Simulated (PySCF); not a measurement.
Vertical excitations of a molecule C2H8O2Si from TDDFT-LC-ωPBE/def2-SVPD in PySCF, as energy in eV (oscillator strength): 8.22 (0.011), 8.49 (0.018), 8.59 (0.015), 8.89 (0.016), 9.02 (0.005), 9.10 (0.036), 9.32 (0.087), 9.55 (0.047), 9.79 (0.014), 9.85 (0.104). Lowest triplet (TDA): 7.88 eV. Geometry optimised at PBE0-D3(BJ)/def2-SVP. Other conformers were not sampled.

**Question.** Which molecule gave these data?
A) CO[SiH2]OC
B) OCC[SiH2]O
C) OC[SiH2]CO
D) CO[Si@@H](C)O

**Answer.** D, CO[Si@@H](C)O
